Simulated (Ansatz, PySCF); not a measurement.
Process, species as SMILES: C[C](C)CN -> CC(C)[CH]N
Geometries: B3LYP-D3(BJ)/def2-TZVP minima from Ansatz (a quantum-chemistry and plane-wave program), one conformer each, not searched for the lowest. Frequencies are from Ansatz or PySCF.

Quantity: isomerisation energy (enthalpy at 298 K, with B3LYP-D3(BJ) rigid-rotor harmonic-oscillator terms), in eV. Valence correlation only, unless marked. Open shells are spin-unrestricted. No spin-orbit coupling. Non-relativistic unless marked X2C. CBS marks a two-point X^-3 extrapolation of the correlation energy; Hartree-Fock from the larger set.

| level | program | isomerisation energy (eV) |
|---|---|---|
| BLYP-D3(BJ)/def2-TZVPD | Ansatz + dftd3 | -0.19 |
| B3LYP-D3(BJ)/def2-TZVPD | Ansatz + dftd3 | -0.19 |
| B3LYP-D4/def2-TZVPD | Ansatz + dftd4 | -0.18 |
| PBE0/STO-3G | Ansatz | -0.25 |
| LC-wPBE-D4/def2-TZVPD | Ansatz + dftd4 | -0.19 |
| LC-wPBE/def2-TZVPD | Ansatz | -0.18 |
| wB97M-V/def2-TZVPD | Ansatz | [?] |
| CCSD/6-31G* | Ansatz | [?] |
| CCSD/cc-pVTZ | Ansatz | -0.18 |
| X2C-CCSD(T)/cc-pVTZ-DK | Ansatz | -0.19 |
| CCSD(T)/CBS(cc-pVTZ,cc-pVQZ) | Ansatz | -0.19 |

Question: Fill in the missing entries.

Answer: 
- wB97M-V/def2-TZVPD, isomerisation energy (eV): -0.20
- CCSD/6-31G*, isomerisation energy (eV): -0.14
